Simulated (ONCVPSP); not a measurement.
# Configuration tests for Ba (ONCV)

| Item | Value |
| --- | --- |
| Element | barium |
| Generator | ONCVPSP 4.0.1 |
| Type | optimised norm-conserving Vanderbilt (ONCV) |
| Functional | LDA (Perdew-Zunger) |
| Relativity | scalar-relativistic |
| Frozen core | [Kr] 4d10 |
| Valence charge | 10 |
| Reference configuration | 5s2 5p6 (charge +2) |
| Partial waves | 5s: rc 2.60 bohr, ncon 3, nbas 7, qcut 5.9 1/bohr, 2 projectors, debl 3.8 Ha; 5p: rc 2.05 bohr, ncon 5, nbas 8, qcut 3.5 1/bohr, 3 projectors, debl 0.7 Ha; d scattering state at 0.15 Ha: rc 2.80 bohr, ncon 5, nbas 8, qcut 3.8 1/bohr, 2 projectors, debl 1.5 Ha; f scattering state at 0.03 Ha: rc 2.75 bohr, ncon 4, nbas 8, qcut 4.7 1/bohr, 2 projectors, debl 0.5 Ha |
| Local potential | polynomial inside 1.30 bohr (lpopt 5, dvloc0 6 Ha) |
| Core correction | Teter function, fcfact 5, rcfact 1.1 |

In the s channel the program set the typed energies aside and used -1.699, 0.050 Ha. In the p channel the program set the typed energies aside and used -1.142, 0.250, 0.950 Ha. In the d channel the program set the typed energies aside and used 0.050, 1.550 Ha. In the f channel the program set the typed energies aside and used -0.391, 0.109 Ha.

Energies are relative to the spin-unpolarised reference configuration 5s2 5p6; without spin polarisation the order of configurations can differ from experiment.

```tsv
valence configuration	charge	ΔE all-electron (eV)	error AE − PS (meV)
5s2 5p6 6s2	0	-15.713	+2.3
5s2 5p6 6s1.5	+0.5	-13.502	+2.0
5s2 5p6 6s1 6p1	0	-13.590	+2.0
```

(1) What are ΔE and the potential's error for 5s2 5p6 6s1?

Levels in the configuration 5s2 5p6 6s1 6p1:

```tsv
level	all-electron (eV)	pseudo (eV)
5s	-34.957	-34.950
5p	-19.929	-19.928
6s	-3.964	-3.964
6p	-1.781	-1.781
```

Note: no bound ghost flagged; GHOST(+) flagged for s at 40.1 eV.

Results:

(1) ΔE = -10.171 eV all-electron; the error (AE − PS) is +1.6 meV.
